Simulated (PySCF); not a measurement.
C₃H₄BrF, SMILES F[C@@H]1C[C@H]1Br. Atoms are numbered in the order given.

```xyz
9

F     -1.5162     2.2041     0.6799
C     -1.1468     1.1348    -0.0605
C     -1.7587    -0.1901     0.2471
C     -0.3251     0.0896     0.6010
Br     1.0995    -0.7594    -0.3398
H     -0.9332     1.3957    -1.1023
H     -2.4602    -0.2409     1.0844
H     -1.9750    -0.8606    -0.5884
H     -0.0857     0.2443     1.6556
```

Geometry: PBE0-D3(BJ)/def2-SVP.

Level of theory: HF/def2-TZVP run with PySCF.

The molecule is in vacuum.

- total energy: -2787.82529 hartree
- highest occupied level: -10.74 eV
- lowest empty level: 3.61 eV
- orbital gap: 14.35 eV
- dipole moment: 1.32 D
- quadrupole, principal values (traceless, Buckingham form, about the centre of nuclear charge): -8.64, 3.49, 5.15 D·Å
- mean static polarisability: 50.8 bohr³ (7.52 Å³)
- polarisability, principal values: 43.0, 44.9, 64.4 bohr³
